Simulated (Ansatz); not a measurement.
A structure drawn as `O[SiH](O)O[SiH2]F`, with this starting geometry:

Cartesian coordinates in Å:
```
O -2.132 0.669 -1.001
Si -0.604 0.779 -0.465
O 0.346 0.956 -1.774
O -0.104 -0.535 0.374
Si 1.110 -1.078 1.291
F 0.718 -2.481 1.957
H -2.489 -0.270 -0.885
H -0.468 1.979 0.398
H -0.079 1.348 -2.601
H 2.303 -1.281 0.394
H 1.400 -0.085 2.312
```

Charge 0, multiplicity 1.

**Question.** Does it keep its bonds when Ansatz relaxes it at PBE-D4/def2-SVP and then PBE0-D4/def2-TZVP?

**Answer.** Yes, every drawn bond is still there and no new one forms.

**Question.** Give the relaxed structure. (An estimate is asked.)

**Answer.** Computed: 
Z-matrix (Å, degrees):
```
Si
O 1 1.638
O 1 1.625 2 104.3
O 1 1.629 2 113.3 3 -120.7
H 1 1.472 2 112.1 3 120.6
H 2 0.958 1 117.9 3 179.3
Si 3 1.620 1 148.0 2 29.0
H 4 0.959 1 118.7 2 65.4
F 7 1.592 3 107.7 1 148.2
H 7 1.479 3 111.0 1 30.6
H 7 1.478 3 110.1 1 -95.2
```
All modes are real.

Atoms count as bonded under 1.1 times the sum of their covalent radii (H–H under 0.85 Å, pairs among N, O and F under 1.55 Å), and a drawn bond as lost past 1.3 times.
